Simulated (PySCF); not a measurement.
Can point charges reproduce the dipole moment of `C#C[SiH2]O[SiH2]NC`?

Coordinates (GFN2-xTB, Å) and charges (e) from the PBE0/pcSseg-1 density (PySCF):

| atom | x | y | z | Mulliken | IAO | Hirshfeld | ESP-fitted |
| --- | --- | --- | --- | --- | --- | --- | --- |
| C1 | 4.038 | 1.000 | 1.965 | -0.1732 | -0.1823 | -0.0826 | -0.3871 |
| C2 | 3.315 | 0.610 | 1.088 | -0.1956 | -0.3468 | -0.1587 | -0.0888 |
| Si3 | 2.220 | 0.021 | -0.287 | +0.8887 | +1.0443 | +0.4299 | +0.5091 |
| O4 | 0.697 | 0.393 | 0.102 | -0.7074 | -0.8833 | -0.2974 | -0.4471 |
| Si5 | -0.858 | 0.252 | 0.526 | +0.9447 | +1.1405 | +0.4275 | +0.7511 |
| N6 | -1.712 | 0.012 | -0.941 | -0.6876 | -0.6969 | -0.2524 | -0.6655 |
| C7 | -3.145 | -0.131 | -1.012 | -0.0935 | -0.2961 | -0.0672 | -0.1661 |
| H8 | 4.666 | 1.342 | 2.738 | +0.0661 | +0.2031 | +0.0982 | +0.3144 |
| H9 | 2.515 | 0.769 | -1.512 | -0.1319 | -0.1427 | -0.0765 | -0.0893 |
| H10 | 2.350 | -1.430 | -0.432 | -0.1230 | -0.1454 | -0.0741 | -0.0865 |
| H11 | -1.052 | -0.946 | 1.342 | -0.1497 | -0.1740 | -0.0893 | -0.1323 |
| H12 | -1.133 | 1.489 | 1.264 | -0.1536 | -0.1835 | -0.0946 | -0.1558 |
| H13 | -1.332 | 0.430 | -1.777 | +0.1911 | +0.2572 | +0.1146 | +0.3541 |
| H14 | -3.664 | 0.834 | -1.052 | +0.1028 | +0.1217 | +0.0333 | +0.0828 |
| H15 | -3.488 | -0.661 | -0.127 | +0.1072 | +0.1416 | +0.0460 | +0.1106 |
| H16 | -3.424 | -0.708 | -1.896 | +0.1148 | +0.1427 | +0.0434 | +0.0963 |

**Question.** Compute μ = Σ q r for each scheme (1 e·Å = 4.803 D) and compare with the dipole of the full density.

**Answer.** The full density gives (-0.69, 0.26, -0.57) D, 0.93 D in size; dipole vectors point from the negative to the positive end.

| scheme | μx | μy | μz | size (D) | share of the full size (%) | angle to the full dipole (°) |
| --- | --- | --- | --- | --- | --- | --- |
| Mulliken | -2.81 | -1.05 | -1.36 | 3.29 | 354 | 37 |
| IAO | -0.82 | -0.59 | -0.36 | 1.07 | 114 | 52 |
| Hirshfeld | -0.61 | -0.17 | -0.52 | 0.82 | 88 | 28 |
| ESP-fitted | -0.75 | 0.23 | -0.55 | 0.96 | 103 | 4 |

**Question.** Which set comes closest?

**Answer.** Length of the difference vector: ESP-fitted 0.07 D, Hirshfeld 0.44 D, IAO 0.88 D, Mulliken 2.61 D. Closest: ESP-fitted. The schemes that divide the density aren't constrained to reproduce the dipole.

**Question.** What is left for the Hirshfeld atoms' own dipoles?

**Answer.** The Hirshfeld atoms' densities add up to the full density, so μ = Σ q r + Σ (atomic dipoles). The atomic dipoles sum to (-0.69, 0.26, -0.57) − (-0.61, -0.17, -0.52) = (-0.08, 0.43, -0.05) D, 0.44 D in size.

**Question.** With the origin at the mean of the coordinates, (0.000, 0.205, -0.001) Å, which are the largest single terms, by size, of the ESP-fitted dipole along the direction of the full one?

**Answer.** C1 +7.41, H8 -7.29, N6 -5.73, Si3 -3.74, H13 +3.63 D; all 16 atoms together +0.96 D. The single terms depend on the origin, their sum doesn't.

**Question.** Give the size of the full dipole in other units.

**Answer.** 0.93 D = 0.366 au = 0.194 e·Å = 3.11 × 10⁻³⁰ C·m.

Geometry: GFN2-xTB, one conformer, isolated molecule.

The values belong to the conformer `[CH:1]#[C:2][SiH2:3][O:4][SiH2:5][NH:6][CH3:7]`: C2–Si3–O4–Si5 -112°, Si3–O4–Si5–N6 -86°, O4–Si5–N6–C7 -178°.
